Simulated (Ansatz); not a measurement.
Relaxation of BF2H5NP (10 atoms, charge 0, multiplicity 1), to a largest force component of 0.03 eV/Å in at most 50 steps.

All numbers below come from RKS BHLYP/def2-mTZVP (Ansatz).

```xyz
10
Properties=species:S:1:pos:R:3:forces:R:3
B 0.124 -0.307 0.229 0.05 -0.81 2.51
N 0.093 -0.599 1.662 0.22 0.06 -2.49
H -0.763 -0.794 2.140 0.01 -0.01 -0.02
H 0.919 -0.877 2.156 -0.11 0.04 -0.07
F 1.267 -0.216 -0.412 -0.03 -0.03 0.01
F -0.998 -0.114 -0.432 -0.01 -0.02 0.00
P -0.400 2.722 0.782 -0.06 0.28 0.24
H -1.808 2.650 0.815 0.01 0.02 -0.01
H -0.312 3.739 1.758 0.01 -0.04 -0.06
H -0.212 1.655 1.697 -0.08 0.51 -0.11
```

Where does it end, and by what steps?

The run converged. The force dipped under the threshold on the way, but the program's further checks kept it going. After 44 steps the energy has fallen by 0.357 eV; H4 moved furthest, 1.54 Å.

| step | energy less start (eV) | largest force component (eV/Å) | accepted |
| --- | --- | --- | --- |
| 0 | 0.0000 | 2.512 | yes |
| 2 | -0.3069 | 0.381 | yes |
| 4 | -0.3299 | 0.112 | yes |
| 6 | -0.3357 | 0.152 | yes |
| 8 | -0.3397 | 0.118 | yes |
| 10 | -0.3423 | 0.144 | yes |
| 12 | -0.3444 | 0.070 | yes |
| 14 | -0.3457 | 0.081 | yes |
| 16 | -0.3470 | 0.070 | yes |
| 18 | -0.3480 | 0.063 | yes |
| 20 | -0.3486 | 0.072 | yes |
| 22 | -0.3493 | 0.040 | yes |
| 24 | -0.3496 | 0.101 | yes |
| 26 | -0.3502 | 0.020 | yes |
| 28 | -0.3417 | 0.397 | no |
| 30 | -0.3510 | 0.007 | yes |
| 32 | -0.3499 | 0.169 | no |
| 34 | -0.3520 | 0.064 | yes |
| 36 | -0.3531 | 0.086 | yes |
| 38 | -0.3540 | 0.124 | yes |
| 40 | -0.3555 | 0.066 | yes |
| 42 | -0.3526 | 0.408 | no |
| 44 | -0.3566 | 0.013 | yes |

```xyz
10
Properties=species:S:1:pos:R:3
B 0.236 -0.767 0.376
N 0.453 -1.480 1.542
H 0.054 -1.216 2.419
H 1.026 -2.298 1.576
F 0.778 -1.139 -0.771
F -0.529 0.315 0.368
P -0.490 3.649 1.062
H -1.499 3.211 0.183
H -1.220 4.768 1.518
H -0.900 2.816 2.123
```

Whether the end is a true minimum wasn't checked by a vibrational analysis.

Time of the run: 68 s on 4 threads of Arm Neoverse V2, with other jobs on the host, peak memory 0.23 GiB.
